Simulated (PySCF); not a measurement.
**`NC1=CC=CB1`, C$_{4}$H$_{6}$BN**

Molfile (atoms numbered from 1):
```
C4H6BN
     RDKit          3D

 12 12  0  0  0  0  0  0  0  0999 V2000
    1.8649   -0.0166   -0.8634 N   0  0  0  0  0  0  0  0  0  0  0  0
    0.6594   -0.0589   -0.2782 C   0  0  0  0  0  0  0  0  0  0  0  0
    0.0702   -1.0638    0.4173 C   0  0  0  0  0  0  0  0  0  0  0  0
   -1.2491   -0.6107    0.8381 C   0  0  0  0  0  0  0  0  0  0  0  0
   -1.5946    0.6611    0.4601 C   0  0  0  0  0  0  0  0  0  0  0  0
   -0.4059    1.1839   -0.3068 B   0  0  0  0  0  0  0  0  0  0  0  0
    2.1650    0.8137   -1.3387 H   0  0  0  0  0  0  0  0  0  0  0  0
    2.5042   -0.7923   -0.8311 H   0  0  0  0  0  0  0  0  0  0  0  0
    0.4732   -2.0443    0.6358 H   0  0  0  0  0  0  0  0  0  0  0  0
   -1.8978   -1.2666    1.4170 H   0  0  0  0  0  0  0  0  0  0  0  0
   -2.5422    1.1118    0.7165 H   0  0  0  0  0  0  0  0  0  0  0  0
   -0.1945    2.2329   -0.8440 H   0  0  0  0  0  0  0  0  0  0  0  0
  1  2  1  0
  2  3  2  0
  3  4  1  0
  4  5  2  0
  5  6  1  0
  6  2  1  0
  1  7  1  0
  1  8  1  0
  3  9  1  0
  4 10  1  0
  5 11  1  0
  6 12  1  0
M  END
```

Computed, not measured: PySCF 2.14.0, quadratic response CAM-B3LYP/def2-TZVPD first hyperpolarisability, Taylor convention, gas phase. Geometry: PBE0-D3(BJ)/def2-TZVP.

**Question.** Give the tensor of the second harmonic β(−2ω;ω,ω) at 1907 nm in the axes of these coordinates.

**Answer.** In au, Taylor convention; rows are the first index (the induced dipole):
|  | xx | yy | zz | xy | xz | yz |
| --- | --- | --- | --- | --- | --- | --- |
| x | +923.4 | +397.3 | +151.2 | -483.9 | -131.4 | +89.7 |
| y | -376.1 | -289.9 | -107.4 | +219.6 | +72.2 | -39.1 |
| z | -205.1 | -107.2 | -47.1 | +137.9 | +96.5 | -81.5 |

Norm of βᵢ = ⅓ Σⱼ (βᵢⱼⱼ + βⱼᵢⱼ + βⱼⱼᵢ): 1578.0 au, hyper-Rayleigh value 628.4 au.
